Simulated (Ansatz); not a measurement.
Molecule: tribromo(methyl)silane, CH3Br3Si, net charge 0, singlet state. SMILES: C[Si](Br)(Br)Br
Coordinates optimised at B3LYP-D3(BJ)/def2-TZVP (Ansatz, a quantum-chemistry and plane-wave program):
```
Si
C 1 1.8507
H 2 1.0906 1 109.79
H 2 1.0906 3 109.15 1 -120.39
H 2 1.0906 3 109.15 4 -119.22
Br 1 2.2232 2 110.17 3 -60.00
Br 1 2.2232 2 110.17 3 60.00
Br 1 2.2232 2 110.17 3 180.00
```

Parts of the frozen-core correlation energy in 6-31G* (Ansatz, hartree). Frozen orbitals: 48; correlated occupied orbitals by spin: 16 and 16; virtual: 81 and 81. No spin-orbit coupling. Non-relativistic.

```tsv
term	value
reference (HF)	-8045.01161
MP2 opposite-spin	-0.41098
MP2 same-spin	-0.14751
CCSD correlation	-0.60547
(T)	-0.01679
T1 diagnostic	0.009
largest doubles amplitude	0.030
```
